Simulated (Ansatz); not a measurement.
Reactions of C2H6FNSi, SMILES `C=C(F)N[SiH3]`.

Program: Ansatz. Geometries: PBE0-D4/def2-TZVP. ΔE: electronic, gas phase. CBS: MP2 limit from def2 TZ/QZ plus the TZ coupled-cluster correction, frozen cores. This one scheme is used for every species. DFT in def2-TZVPP. def2 core potentials past Kr. For Cd, Ge, I, Zr outer-core shells are correlated without core-valence functions, which leaves a few kJ/mol of doubt a bond. Scalar relativity is left out up to krypton. Each species was taken in one conformer, which may not be the lowest.

```csv
reaction,PBE-D4 (kJ/mol),CCSD/CBS(def2) (kJ/mol)
`C=C(F)N[SiH3]` + `CO[Si](N)(O)[SiH3]` → `N[Si](O)([SiH3])O[SiH3]` + `C=C(F)NC`,-73,-81
`C=C(F)N[SiH3]` + `C[O][Cd][NH2]` → `[NH2][Cd][O][SiH3]` + `C=C(F)NC`,-83,-97
`C=C(F)N[SiH3]` + HI → `C=C(F)I` + `N[SiH3]`,33,32
`C=C(F)N[SiH3]` + H₂O → `C=C(O)F` + `N[SiH3]`,18,23
`C=C(F)N[SiH3]` + `C[O][Zr]([CH3])([OH])[Cl]` → `[CH3][Zr]([OH])([Cl])[O][SiH3]` + `C=C(F)NC`,-68,-78
`C=C(F)N[SiH3]` + `C[O][GeH]([F])[F]` → `[F][GeH]([F])[O][SiH3]` + `C=C(F)NC`,-65,-74
```

Question: Give the CCSD(T)/CBS values in the same order. (Best estimate.)

Answer: Ansatz gave: -80, -96, 28, 24, -76, -73 kJ/mol.

Largest T1 diagnostic: 0.016, for `C[O][Cd][NH2]`.
